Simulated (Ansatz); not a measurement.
Consider the ligand exchange at the Si–C bond: `NC(N)=C[SiH3]` + `[OH][Cd][O][SiH3]` → `[SiH3][O][Cd][O][SiH3]` + `C=C(N)N`.

Calculated with Ansatz (gas phase, PBE0-D4/def2-TZVP geometries, no zero-point term in ΔE). CCSD(T)/CBS adds triple-zeta CCSD(T) − MP2 to the extrapolated MP2 energy (def2 sets, frozen cores). DFT in def2-TZVPP. Elements past krypton have def2 core potentials. For Cd outer-core shells are correlated without core-valence functions, which leaves a few kJ/mol of doubt a bond. One conformer a species, not always the lowest.

(1) Is it downhill or uphill in electronic energy at CCSD(T)/CBS, and by how much? (Estimate.)

(2) What do these levels give: PBE-D4, r2SCAN-D4, PBE0-D4, ωB97X-V, B2PLYP, PBE, r2SCAN, PBE0, SCS-MP2/def2-TZVPP, HF/def2-QZVPP, MP2/def2-QZVPP, MP2/CBS(def2)? (An estimate is asked.)

Largest T1 diagnostic among the species: 0.016.

## Answers

(1) Ansatz gave: Downhill: ΔE = -89.8 kJ/mol.

(2) The calculation gave: PBE-D4 -68.5, r2SCAN-D4 -82.5, PBE0-D4 -77.6, ωB97X-V -89.4, B2PLYP -93.1, PBE -70.8, r2SCAN -83.2, PBE0 -79.6, SCS-MP2/def2-TZVPP -98.6, HF/def2-QZVPP -120.0, MP2/def2-QZVPP -90.4, MP2/CBS(def2) -88.8 kJ/mol.

In def2-TZVPP, CCSD(T) changes the Hartree–Fock value by +26.3 kJ/mol (the triples alone add +4.5 kJ/mol) and MP2 by +27.3 kJ/mol. From PBE to PBE0 (25 % exact exchange), in def2-TZVPP and without D4, ΔE moves by −8.8 kJ/mol.
